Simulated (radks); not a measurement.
Question: Numerical settings for the rhodium ion Rh3+, [Kr] 4d6. Calculated with a radial shooting solver on a logarithmic mesh with Libxc functionals: scalar-relativistic Kohn-Sham, r2SCAN, spin-polarised, spherical densities, finite nucleus; open shells are filled with parallel spins first (spin-orbit coupling, left out, can overturn this in heavy ions); meta-GGA in the generalised Kohn-Sham scheme; Fermi nuclear charge, rms radius 4.4945 fm. The defaults (mesh step 0.008 in ln r, mesh end at 40 bohr or more with all orbitals vanishing there, Anderson mixing 0.5 over 9 steps, residual threshold near 1e-9 with the energy settled to 1e-9 hartree or 1e-11 of itself, here a cap of 68 iterations) give E = -4782.664 hartree and 4d at -36.938 eV in 12 iterations. Run on one thread of a shared host, so times are rough (Intel(R) Xeon(R) Platinum 8488C): 0.23 s of CPU time, 0.23 s wall, 12 iterations on 2189 mesh points. One setting is changed at a time: mesh step in ln r 0.12; mesh step in ln r 0.003; mesh step in ln r 0.012; mesh end (bohr) 20; mesh end (bohr) 12; residual threshold 0.1; residual threshold 1e-13; mixing 1; linear mixing, mixing 0.2; linear mixing, mixing 0.5; mixing history 3; iteration cap 3. Which runs fail to converge, and which converge to a wrong energy?

Answer: Not converged within the cap: mesh step in ln r 0.12; residual threshold 1e-13; iteration cap 3. No run marked as converged misses the energy by more than 1 mhartree.
